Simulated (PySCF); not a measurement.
FH7OSi3, SMILES [SiH2](O)[Si@H](F)[SiH3].

Geometry: PBE0-D3(BJ)/def2-SVP. The structure was generated by enumeration; whether it is a known compound was not checked. The values are those of a single conformer.

Two levels are set side by side: TDA-PBE/def2-SVPD (PySCF) and TDA-CAM-B3LYP/def2-SVPD (PySCF). Vertical, same geometry. The lowest singlet is HOMO→LUMO 97 % with PBE and HOMO→LUMO 88 % with the other functional; states are paired by order. Differences are taken from unrounded values.

```tsv
quantity	TDA-CAM-B3LYP	TDA-PBE	TDA-PBE minus TDA-CAM-B3LYP
lowest singlet excitation (eV)	5.56	4.91	-0.65
lowest triplet excitation (TDA) (eV)	4.88	4.33	-0.55
first bright state (f over 0.05) (eV)	6.47	5.82	-0.65
its oscillator strength	0.07	0.06	-0.01
```

A lower first singlet is the usual sign of a functional without exact exchange. Differences between two approximate levels are no errors against the true value.

Rough cost on one machine, each run with all the roots and properties that it gave: TDA-CAM-B3LYP against TDA-PBE about 4 times.
